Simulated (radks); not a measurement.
Sb I, 51 electrons, occupied as [Kr] 4d10 5s2 5p2 5d1 (not the ground configuration).

All-electron calculation, scalar-relativistic Kohn-Sham, PBE, spin-polarised, spherical densities, point nucleus; open shells are filled with parallel spins first (spin-orbit coupling, left out, can overturn this in heavy ions). Program: a radial shooting solver on a logarithmic mesh with Libxc functionals.

Energy parts (eV):
part                       energy
total                 -176363.847
kinetic                184461.676
electron-nucleus      -426351.975
Hartree                 70152.140
exchange-correlation    -4625.688

Orbitals (lengths in bohr, moments of r in powers of bohr; <r^-3> diverges for s and p1/2):
| orbital | occ. | eigenvalue (eV) | <r^-3> |
|---|---|---|---|
| 1s up | 1 | -30309.94 | - |
| 1s down | 1 | -30309.89 | - |
| 2s up | 1 | -4615.709 | - |
| 2s down | 1 | -4615.690 | - |
| 2p up | 3 | -4144.073 | 5037 |
| 2p down | 3 | -4144.036 | 5037 |
| 3s up | 1 | -908.1947 | - |
| 3s down | 1 | -908.1545 | - |
| 3p up | 3 | -754.4662 | 942.8 |
| 3p down | 3 | -754.4201 | 942.8 |
| 3d up | 5 | -519.9335 | 129.8 |
| 3d down | 5 | -519.8896 | 129.8 |
| 4s up | 1 | -152.9157 | - |
| 4s down | 1 | -152.8125 | - |
| 4p up | 3 | -105.8705 | 174.5 |
| 4p down | 3 | -105.7602 | 174.5 |
| 4d up | 5 | -37.6193 | 16.93 |
| 4d down | 5 | -37.3945 | 17.06 |
| 5s up | 1 | -16.8857 | - |
| 5s down | 1 | -15.3817 | - |
| 5p up | 2 | -8.4192 | 14.32 |
| 5p down | 0 | -6.7602 | 14.61 |
| 5d up | 1 | -0.7013 | 0.2273 |

The highest occupied level is 5d up at -0.701 eV. The configuration is held as typed, so some empty levels lie below it. Spin moment in Bohr magnetons: 3.
